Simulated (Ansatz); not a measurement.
Ansatz results at the PBE0-D4/def2-TZVP geometry: HOMO energy (B3LYP/def2-TZVPP) -7.22 eV; HOMO energy (PBE0/def2-TZVPP) -7.44 eV; size of the dipole moment (PBE/def2-TZVPP) 1.59 D.

Each molecule was computed in one conformer, which needn't be the lowest.

Question: Which molecule gave them?
A. `CCSCS`
B. `C1=C[SiH2]O1`
C. `[SiH3]C[SiH]1CO1`
D. `OC(F)(F)[SiH3]`

Answer: C. The others give `C1=C[SiH2]O1`: -6.80, -7.03, 1.01; `CCSCS`: -6.26, -6.49, 2.34; `OC(F)(F)[SiH3]`: -9.18, -9.38, 0.71.

B3LYP here is the variant with VWN-RPA as its local correlation; programs differ in this.
